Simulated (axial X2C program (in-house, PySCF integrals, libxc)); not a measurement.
## Outer orbitals of TiB⁺ at 2.078 Å, PBE0

Calculated with an in-house relativistic program for diatomic molecules. Spin-free means the one-electron spin-free X2C Hamiltonian; two-component (2c) means X2C with spin–orbit coupling and atomic mean-field two-electron Coulomb and Gaunt terms, so the difference of the two also holds small scalar two-electron terms. Basis: Ti dyall-cv3z [10s10p6d4f2g], B dyall-v3z [7s6p2d1f] (cores contracted in-house); Gaussian nuclei, density fitting, unrestricted open shells. Masses: Ti 47.948 u, B 11.009 u.

The distance is close to the 2c PBE0 minimum; the highest filled and lowest empty levels are listed.

Spin-free orbitals, state M_S = 2, Λ = 2 (beyond evenly filled blocks: σα, π+α, π-α, δ+α) (Löwdin shares):

```csv
symmetry,occupied,ε (eV),atomic character
σα,yes,-17.10,"57% B s, 14% Ti d, 12% Ti s"
σβ,yes,-14.92,"55% B s, 13% Ti d, 13% Ti s"
π+α,yes,-11.70,"70% Ti d, 25% B p"
π-α,yes,-11.56,"67% Ti d, 28% B p, 2% Ti p"
σα,yes,-11.49,"62% B p, 21% Ti d, 7% B s"
δ+α,yes,-11.37,100% Ti d
σα,no,-8.16,"49% Ti s, 36% Ti d, 7% B p"
δ-α,no,-7.46,99% Ti d
π+β,no,-7.39,"50% B p, 40% Ti d, 7% Ti p"
π-β,no,-7.39,"50% B p, 40% Ti d, 7% Ti p"
```

Spinors with spin–orbit coupling (state Ω = 4):

```
   ω  occupied  ε (eV)             atomic character  λ mixture
 1/2       yes  -17.10  57% B s, 14% Ti d, 12% Ti s     100% σ
-1/2       yes  -14.92  55% B s, 13% Ti d, 13% Ti s     100% σ
 3/2       yes  -11.69            70% Ti d, 25% B p     100% π
-1/2       yes  -11.57   67% Ti d, 28% B p, 2% Ti p     100% π
 1/2       yes  -11.50    62% B p, 21% Ti d, 7% B s     100% σ
 5/2       yes  -11.36                    100% Ti d     100% δ
 1/2        no   -8.16   49% Ti s, 36% Ti d, 7% B p     100% σ
-3/2        no   -7.48                     99% Ti d     100% δ
 1/2        no   -7.40   50% B p, 39% Ti d, 7% Ti p     100% π
-3/2        no   -7.39   50% B p, 40% Ti d, 7% Ti p     100% π
```

Mulliken charges and populations of the two-component result (they depend on the basis, above all on diffuse functions):

Ti 0.93 e (s 6.24 p 12.09 d 2.74 f 0.01), B 0.07 e (s 3.71 p 1.18 d 0.03). ⟨Lz⟩ = 2.00 ħ and ⟨Sz⟩ = 2.00 ħ (1.38 and 0.62 on the two atoms), which add up to Ω.

The state is one determinant whose occupation by symmetry is held fixed; it was picked as the lowest of a PBE0 search that is not exhaustive. Density functionals use the spin component along the axis (collinear). Other states lie close and PBE0, whose exact exchange favours high spin, may order them wrongly; the determinant shown need not be the ground state. The nearest other spin-free determinant of the search, M_S = 2, Λ = 0, lies 0.47 eV up at the distance of the search. The functionals have no current-density term, which raises determinants with orbital currents, atoms included. With several unpaired electrons one determinant need not be a pure state. Open-shell Ω = 0 determinants with evenly filled partner blocks cannot be reached by this program, so the Ω shown need not be the lowest component.
